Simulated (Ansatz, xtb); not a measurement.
Spectroscopic constants of RuO, multiplicity 5 (lowest of 2S+1 = 1, 3, 5, 7 at CCSD(T)/def2-TZVPP on PBE0 minima; our sources give no spin for the ground state, which may be another). No spin–orbit coupling. The T1 diagnostic near the minimum is 0.078, so single-reference values are doubtful.

Constants: fifth-degree fit in 1/R to seven points, most abundant isotopes. In def2 and cc sets the state is the lowest found near the PBE0 minimum, followed along R.

Codes used: Ansatz (Gaussian orbitals); xtb for the GFN methods. Values without a source in brackets are computed. In def2 rows elements past Kr take small-core potentials, without spin–orbit coupling. The GFN methods have no spin term and hold the electronic entropy of 300 K.

```tsv
level	r_e (Å)	ω_e (cm⁻¹)	B_e (cm⁻¹)	ω_e x_e (cm⁻¹)	dipole (D)
GFN1-xTB	1.722	798	0.411	3.7	-
GFN2-xTB	1.729	709	0.408	2.6	-
SVWN5/def2-TZVPP	1.687	940	0.429	4.2	3.14
PBE/def2-TZVPP	1.707	895	0.418	4.3	3.21
r2SCAN/def2-TZVPP	1.692	936	0.426	4.3	3.32
B97M-V/def2-TZVPP	1.697	917	0.423	4.3	3.52
B3LYP/def2-TZVPP	1.705	904	0.420	4.3	3.72
PBE0/def2-TZVPP	1.687	938	0.429	4.3	3.70
BHLYP/def2-TZVPP	1.687	935	0.429	4.4	4.34
CAM-B3LYP/def2-TZVPP	1.690	937	0.427	4.2	3.97
wB97X-V/def2-TZVPP	1.686	941	0.429	4.1	4.05
wB97M-V/def2-TZVPP	1.689	931	0.427	4.1	4.06
B2PLYP/def2-TZVPP	1.714	888	0.415	3.2	-
```

Correlated levels freeze the inner cores; with def2 sets outer-core shells near the valence are correlated too.

Ansatz is an electronic-structure program.
